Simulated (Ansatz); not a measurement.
`BB(C)O` and `CB(O)[SeH]` differ in one atom or group.

Ansatz, PBE0-D4/def2-TZVP geometries, multiplicity 1. Each molecule was computed in one conformer, which needn't be the lowest.

Scalar relativity is left out up to krypton.

```tsv
property	`BB(C)O`
LUMO energy (PBE0/def2-TZVPP) / eV	-1.89
HOMO energy (B3LYP/def2-TZVPP) / eV	-7.49
HOMO–LUMO gap (B3LYP/def2-TZVPP) / eV	5.36
ideal-gas entropy at 298 K and 1 bar (rigid rotor, harmonic PBE0-D4/def2-TZVP) / J/(mol·K)	315
zero-point energy (PBE0-D4/def2-TZVP) / kJ/mol	197.5
HOMO–LUMO gap (ωB97M-V/def2-TZVPP) / eV	9.94
```

Task: Give the same properties after the change, and the shifts. (Estimate.)

Result: The calculation gave: 
```json
{"property": "LUMO energy (PBE0/def2-TZVPP) / eV", "`CB(O)[SeH]`": "0.23", "shift": "2.12"}
{"property": "HOMO energy (B3LYP/def2-TZVPP) / eV", "`CB(O)[SeH]`": "-6.80", "shift": "0.69"}
{"property": "HOMO–LUMO gap (B3LYP/def2-TZVPP) / eV", "`CB(O)[SeH]`": "6.82", "shift": "1.46"}
{"property": "ideal-gas entropy at 298 K and 1 bar (rigid rotor, harmonic PBE0-D4/def2-TZVP) / J/(mol·K)", "`CB(O)[SeH]`": "331", "shift": "16"}
{"property": "zero-point energy (PBE0-D4/def2-TZVP) / kJ/mol", "`CB(O)[SeH]`": "168.5", "shift": "-29.0"}
{"property": "HOMO–LUMO gap (ωB97M-V/def2-TZVPP) / eV", "`CB(O)[SeH]`": "10.99", "shift": "1.05"}
```

With PBE0 the HOMO rises by 0.63 eV and the LUMO rises by 2.12 eV, so the gap widens by about 1.49 eV. PBE moves the HOMO by 0.39 eV and ωB97M-V by 0.77 eV. The zero-point energy changes by -29.0 kJ/mol with -3 modes. Modes under 60 cm⁻¹, often nearly free rotors, make the harmonic entropy too high.

B3LYP here is the variant with VWN-RPA as its local correlation; programs differ in this.

Spin–orbit coupling is left out; it splits and shifts lone-pair levels of the heavy atoms by tenths of an eV.
